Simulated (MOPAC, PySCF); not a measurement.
C3H5Cl, SMILES `C=C(C)Cl`, neutral singlet in the gas phase. 

Z-matrix (Å, degrees):
```
C
C 1 1.3233
H 2 1.0814 1 122.05
H 2 1.0834 3 118.39 1 179.94
C 1 1.4862 2 126.39 3 179.97
H 5 1.0907 1 110.29 2 0.01
H 5 1.0929 6 109.00 1 -121.60
H 5 1.0929 6 108.99 7 -116.80
Cl 1 1.7393 2 119.85 3 -0.02
```
Charge 0, spin multiplicity 1.

All levels are single points at this geometry (PBE0-D3(BJ)/def2-TZVP); Pople sets use spherical d functions. Orbital energies aren't observables, and empty levels follow the basis.

HF/6-31G* in PySCF gives HOMO (eV) = -9.77.

Estimate the HOMO (eV) from each of these levels: PBE-D3(BJ)/def2-TZVP in PySCF; PBE0-D3(BJ)/def2-TZVP in PySCF; ωB97X-D3(BJ)/def2-TZVP in PySCF; B3LYP/6-31G* in PySCF; PBE/6-31G* in PySCF; HF/STO-3G in PySCF; AM1 in MOPAC; PM7 in MOPAC.


| level | HOMO (eV) |
|---|---|
| PBE-D3(BJ)/def2-TZVP in PySCF | -6.14 |
| PBE0-D3(BJ)/def2-TZVP in PySCF | -7.30 |
| ωB97X-D3(BJ)/def2-TZVP in PySCF | -9.69 |
| B3LYP/6-31G* in PySCF | -6.85 |
| PBE/6-31G* in PySCF | -5.90 |
| HF/STO-3G in PySCF | -8.56 |
| AM1 in MOPAC | -10.07 |
| PM7 in MOPAC | -10.22 |
